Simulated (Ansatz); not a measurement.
Al15As14H36⁻, a nanocrystal cut from zinc blende AlAs (hydrogen-capped). Charge -1, multiplicity 3. Geometry PBE-D4/def2-SVP, that of the charge -1 singlet; atoms count from 1.

```xyz
65

As   -3.108    1.971    2.629
As   -0.989   -1.490    4.156
As   -0.786    4.518    0.938
As    2.352    3.675   -0.635
As    2.544   -2.396    2.606
As    4.227    0.090    0.374
As    0.697    0.997    1.772
As   -2.595   -1.045    0.463
As   -0.828    1.524   -1.884
As    1.119   -1.873   -0.999
As   -0.777   -4.199    1.652
As   -2.016   -3.793   -2.400
As    2.799    1.000   -3.112
As   -0.591   -1.073   -4.543
Al   -0.726    2.793    2.698
Al    1.273   -0.519    3.612
Al   -4.244    0.808    0.680
Al   -2.498   -2.510    2.403
Al    2.880    2.035    1.159
Al    1.405    5.707    0.527
Al   -1.537    3.833   -1.341
Al    1.038    2.965   -2.645
Al    4.904   -1.620    2.092
Al    1.501   -3.603    0.710
Al    3.343   -0.973   -1.678
Al   -0.390   -0.111   -0.142
Al   -3.781   -2.802   -0.844
Al   -2.322    0.541   -3.579
Al    0.244   -2.901   -3.049
H    -3.923    3.181    3.094
H    -3.354    1.125    3.880
H    -0.881   -2.483    5.314
H    -1.791   -0.430    4.906
H    -1.813    5.544    1.417
H     3.724    4.072   -1.183
H     2.677   -3.440    3.718
H     5.548    0.707   -0.092
H    -0.511   -5.194    2.783
H    -1.488   -5.177    0.721
H    -1.709   -5.202   -1.889
H    -2.690   -4.244   -3.698
H     4.204    1.565   -3.360
H     2.653    0.402   -4.518
H     0.618   -0.391   -5.173
H    -1.053   -1.822   -5.796
H    -0.357    3.259    4.187
H     1.940    0.088    4.933
H    -5.670    0.273    1.195
H    -4.104    1.840   -0.541
H    -3.785   -3.141    3.111
H     3.569    2.748    2.418
H     2.197    5.991    1.899
H     1.146    6.897   -0.526
H    -0.230    4.429   -2.221
H    -2.961    4.390   -1.810
H     1.187    3.618   -4.101
H     5.498   -0.925    3.414
H     5.692   -2.823    1.369
H     2.221   -4.962    0.264
H     4.274   -2.087   -2.360
H    -5.010   -2.318   -1.747
H    -3.987   -4.017    0.210
H    -3.302   -0.554   -2.921
H    -2.807    1.538   -4.737
H     1.143   -4.007   -3.780
```

Single mean-field runs in def2-SVP are fitted with def2-universal-jkfit. At PBE0-D4/def2-SVP a singlet of charge -1 lies 4.28 eV below the triplet at the same geometry.

(1) Estimate the Mulliken populations of the heavy atoms from the PBE0/def2-SVP orbitals of Ansatz.

(2) Where does the spin sit?

(3) And the Mayer bond orders between heavy atoms (over 0.3)?

Results:

(1) 
```tsv
atom	charge (e)	spin (α − β)
As1	-0.22	0.01
As2	-0.24	0.02
As3	-0.46	0.05
As4	-0.47	0.04
As5	-0.49	0.00
As6	-0.48	0.02
As7	-0.74	0.01
As8	-0.71	0.03
As9	-0.63	0.40
As10	-0.67	0.03
As11	-0.23	0.04
As12	-0.23	0.04
As13	-0.17	0.36
As14	-0.25	0.12
Al15	0.51	0.01
Al16	0.53	0.01
Al17	0.40	0.02
Al18	0.47	0.00
Al19	0.51	0.01
Al20	0.42	0.01
Al21	0.43	0.10
Al22	0.45	0.00
Al23	0.42	0.01
Al24	0.48	0.10
Al25	0.46	0.07
Al26	0.69	-0.04
Al27	0.36	0.01
Al28	0.42	-0.01
Al29	0.47	0.06
```
Mulliken values depend strongly on the basis.

(2) Summed by element: As 1.17, Al 0.37, H 0.46, of 2 unpaired in all. Largest on single atoms: As9 0.40, As13 0.36, As14 0.12.

(3) As1–Al15 0.67 (2.52 Å); As1–Al17 0.57 (2.54 Å); As2–Al16 0.63 (2.52 Å); As2–Al18 0.64 (2.53 Å); As3–Al15 0.75 (2.46 Å); As3–Al20 0.61 (2.53 Å); As3–Al21 0.73 (2.49 Å); As4–Al19 0.73 (2.49 Å); As4–Al20 0.60 (2.52 Å); As4–Al22 0.75 (2.50 Å); As5–Al16 0.76 (2.48 Å); As5–Al23 0.60 (2.54 Å); As5–Al24 0.76 (2.48 Å); As6–Al19 0.72 (2.49 Å); As6–Al23 0.61 (2.52 Å); As6–Al25 0.77 (2.47 Å); As7–Al15 0.75 (2.47 Å); As7–Al16 0.75 (2.45 Å); As7–Al19 0.68 (2.49 Å); As7–Al26 0.77 (2.46 Å); As8–Al17 0.66 (2.49 Å); As8–Al18 0.83 (2.43 Å); As8–Al26 0.78 (2.47 Å); As8–Al27 0.67 (2.49 Å); As9–Al21 0.58 (2.48 Å); As9–Al22 0.64 (2.48 Å); As9–Al26 0.74 (2.43 Å); As9–Al28 0.63 (2.46 Å); As10–Al24 0.70 (2.46 Å); As10–Al25 0.71 (2.49 Å); As10–Al26 0.76 (2.47 Å); As10–Al29 0.75 (2.45 Å); As11–Al18 0.66 (2.53 Å); As11–Al24 0.65 (2.54 Å); As12–Al27 0.58 (2.55 Å); As12–Al29 0.69 (2.51 Å); As13–Al22 0.44 (2.68 Å); As13–Al25 0.68 (2.50 Å); As14–Al28 0.56 (2.56 Å); As14–Al29 0.74 (2.50 Å).
